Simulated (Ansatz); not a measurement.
C2H8BN, SMILES `CBCN`, 12 atoms. Charge 0, multiplicity 1. All runs use 2 threads of an Arm Neoverse V1 on a shared host. Correlated methods freeze the cores.

Problem. How many basis functions does each run have, and how long does it take in Ansatz? RKS PBE0-D4/def2-TZVP relaxation (15 steps); RHF-CCSD(T)/def2-SVP energy; RKS ωB97M-V/def2-SVP energy; RKS SPW92 (LDA)/def2-TZVPP energy; RKS PBE0-D4/def2-SVP energy; RHF-CCSD(T)/def2-TZVPP energy; RHF-MP2/def2-QZVPP energy; RKS PBE0-D4/def2-TZVP frequencies; RKS r2SCAN-D4/def2-TZVPP energy and forces; RKS ωB97M-V/def2-QZVPP energy; RKS PBE0-D4/def2-TZVPP energy; RKS PBE0-D4/def2-QZVPP energy. (An estimate is asked.)

Solution. Computed: Other jobs shared the machine, so times are rough.

```csv
level,job,functions,wall time,peak host memory (GiB)
RKS PBE0-D4/def2-SVP,energy,96,1.3 s,0.48
RKS SPW92 (LDA)/def2-TZVPP,energy,236,1.6 s,0.24
RKS PBE0-D4/def2-TZVPP,energy,236,3.5 s,0.42
RHF-CCSD(T)/def2-SVP,energy,96,5.5 s,0.48
RKS r2SCAN-D4/def2-TZVPP,energy and forces,236,6 s,0.26
RKS ωB97M-V/def2-SVP,energy,96,6 s,0.48
RKS PBE0-D4/def2-QZVPP,energy,468,10 s,1.2
RKS ωB97M-V/def2-QZVPP,energy,468,26 s,1.5
RHF-MP2/def2-QZVPP,energy,468,31 s,2.8
RKS PBE0-D4/def2-TZVP,relaxation (15 steps),172,54 s,0.35
RKS PBE0-D4/def2-TZVP,frequencies,172,3.1 min,0.48
RHF-CCSD(T)/def2-TZVPP,energy,236,8.6 min,1.9
```
